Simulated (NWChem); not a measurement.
All runs are NWChem calculations. System: Ag2, charge 0, spin multiplicity 1, at a geometry optimised with PBE0/def2-SVP with def2 effective core potentials on Ag. The structure started from a generated list of species. Level: RHF/def2-TZVP with def2 effective core potentials on Ag.

NWChem printed:

```
             Northwest Computational Chemistry Package (NWChem) 7.3.0
             --------------------------------------------------------

                                NWChem Input Module
                                -------------------

 Scaling coordinates for geometry "geometry" by  1.889725989
 (inverse scale =  0.529177249)

 Turning off AUTOSYM since
 SYMMETRY directive was detected!

                             Geometry "geometry" -> ""
                             -------------------------

 Output coordinates in angstroms (scale by  1.889725989 to convert to a.u.)

  No.       Tag          Charge          X              Y              Z
 ---- ---------------- ---------- -------------- -------------- --------------
    1 Ag                  47.0000     0.00000000     0.00000000     1.28932000
    2 Ag                  47.0000     0.00000000     0.00000000    -1.28932000

 Effective nuclear repulsion energy (a.u.)     453.3213411102

            Nuclear Dipole moment (a.u.)
            ----------------------------
        X                 Y               Z
 ---------------- ---------------- ----------------
     0.0000000000     0.0000000000     0.0000000000

      Symmetry information
      --------------------

 Group name             D2h
 Group number             26
 Group order               8
 No. of unique centers     1

      Symmetry unique atoms

     1


 Summary of "ao basis" -> "" (spherical)
 ------------------------------------------------------------------------------
       Tag                 Description            Shells   Functions and Types
 ---------------- ------------------------------  ------  ---------------------
 *                         def2-tzvp                  on all atoms

 Summary of "ao basis" -> "ao basis" (spherical)
 ------------------------------------------------------------------------------
       Tag                 Description            Shells   Functions and Types
 ---------------- ------------------------------  ------  ---------------------
 Ag                        def2-tzvp                14       40   6s4p3d1f

                                 NWChem SCF Module
                                 -----------------

  ao basis        = "ao basis"
  functions       =    80
  atoms           =     2
  closed shells   =    19
  open shells     =     0
  charge          =   0.00
  wavefunction    = RHF
  use symmetry    = T
  symmetry adapt  = T

[...]
   19   -0.2301
   20    0.0077
   21    0.0542
   22    0.0542
   23    0.0740
   24    0.1085
   25    0.1085
   26    0.1569
   27    0.1998
   28    0.2449
   29    0.3030

                       ROHF Final Molecular Orbital Analysis
                       -------------------------------------

 Vector   17  Occ=2.000000D+00  E=-4.802526D-01  Symmetry=b3g
              MO Center= -9.3D-32, -1.9D-19, -7.4D-17, r^2= 2.4D+00
   Bfn.  Coefficient  Atom+Function         Bfn.  Coefficient  Atom+Function
  ----- ------------  ---------------      ----- ------------  ---------------
    20      0.470264  1 Ag d -1              60      0.470264  2 Ag d -1
    25      0.270716  1 Ag d -1              65      0.270716  2 Ag d -1

 Vector   18  Occ=2.000000D+00  E=-4.687210D-01  Symmetry=b1u
              MO Center=  1.2D-15,  5.9D-16,  2.8D-13, r^2= 2.4D+00
   Bfn.  Coefficient  Atom+Function         Bfn.  Coefficient  Atom+Function
  ----- ------------  ---------------      ----- ------------  ---------------
    21      0.468838  1 Ag d  0              61     -0.468838  2 Ag d  0
    26      0.269642  1 Ag d  0              66     -0.269642  2 Ag d  0

 Vector   19  Occ=2.000000D+00  E=-2.300966D-01  Symmetry=ag
              MO Center=  1.6D-15, -2.9D-15,  1.6D-14, r^2= 4.3D+00
   Bfn.  Coefficient  Atom+Function         Bfn.  Coefficient  Atom+Function
  ----- ------------  ---------------      ----- ------------  ---------------
     5      0.350787  1 Ag s                 45      0.350787  2 Ag s
     6      0.281222  1 Ag s                 46      0.281222  2 Ag s
     3     -0.242021  1 Ag s                 43     -0.242021  2 Ag s

 Vector   20  Occ=0.000000D+00  E= 7.737998D-03  Symmetry=b1u
              MO Center=  3.0D-15, -5.6D-15, -2.5D-14, r^2= 1.1D+01
   Bfn.  Coefficient  Atom+Function         Bfn.  Coefficient  Atom+Function
  ----- ------------  ---------------      ----- ------------  ---------------
    18      0.451863  1 Ag pz                58      0.451863  2 Ag pz
     6      0.307908  1 Ag s                 46     -0.307908  2 Ag s
     3     -0.160125  1 Ag s                 43      0.160125  2 Ag s

 Vector   21  Occ=0.000000D+00  E= 5.422190D-02  Symmetry=b2u
              MO Center=  9.6D-30, -5.7D-17,  6.4D-17, r^2= 9.6D+00
   Bfn.  Coefficient  Atom+Function         Bfn.  Coefficient  Atom+Function
  ----- ------------  ---------------      ----- ------------  ---------------
    17      0.554781  1 Ag py                57      0.554781  2 Ag py

 Vector   22  Occ=0.000000D+00  E= 5.422190D-02  Symmetry=b3u
              MO Center= -1.2D-16, -2.4D-30,  5.3D-17, r^2= 9.6D+00
   Bfn.  Coefficient  Atom+Function         Bfn.  Coefficient  Atom+Function
  ----- ------------  ---------------      ----- ------------  ---------------
    16      0.554781  1 Ag px                56      0.554781  2 Ag px

 center of mass
 --------------
 x =   0.00000000 y =   0.00000000 z =   0.00000000

 moments of inertia (a.u.)
 ------------------
        1269.250928312063           0.000000000000           0.000000000000
           0.000000000000        1269.250928312063           0.000000000000
           0.000000000000           0.000000000000           0.000000000000

  Mulliken analysis of the total density
  --------------------------------------

    Atom       Charge   Shell Charges
 -----------   ------   -------------------------------------------------------
    1 Ag  19    19.00   0.03 -0.41  1.59  0.77  0.49  0.46  5.19  0.80  0.06  0.03  5.89  3.26  0.84  0.00
    2 Ag  19    19.00   0.03 -0.41  1.59  0.77  0.49  0.46  5.19  0.80  0.06  0.03  5.89  3.26  0.84  0.00

       Multipole analysis of the density wrt the origin
       ------------------------------------------------

     L   x y z        total         open         nuclear
     -   - - -        -----         ----         -------
     0   0 0 0      0.000000      0.000000     38.000000

     1   1 0 0     -0.000000      0.000000      0.000000
     1   0 1 0     -0.000000      0.000000      0.000000
     1   0 0 1      0.000000      0.000000      0.000000

     2   2 0 0    -30.847005      0.000000      0.000000
     2   1 1 0     -0.000000      0.000000      0.000000
     2   1 0 1     -0.000000      0.000000      0.000000
     2   0 2 0    -30.847005      0.000000      0.000000
     2   0 1 1     -0.000000      0.000000      0.000000
     2   0 0 2    -22.770313      0.000000    225.581099

 Task  times  cpu:        0.9s     wall:        0.9s

 Total times  cpu:        1.0s     wall:        1.0s
```

Write an NWChem input that would produce this output.

Several could match; the one computed here: 
```
start mol
memory heap 200 mb stack 900 mb global 1100 mb
geometry units angstroms nocenter noautoz
  Ag     0.000000     0.000000     1.289320
  Ag     0.000000     0.000000    -1.289320
  symmetry group D2h
end
basis spherical
  * library def2-tzvp
end
ecp
  Ag library def2-ecp
end
scf
  rhf
  nopen 0
  maxiter 100
  thresh 1e-7
  semidirect memsize 60000000 filesize 0
end
task scf energy
```
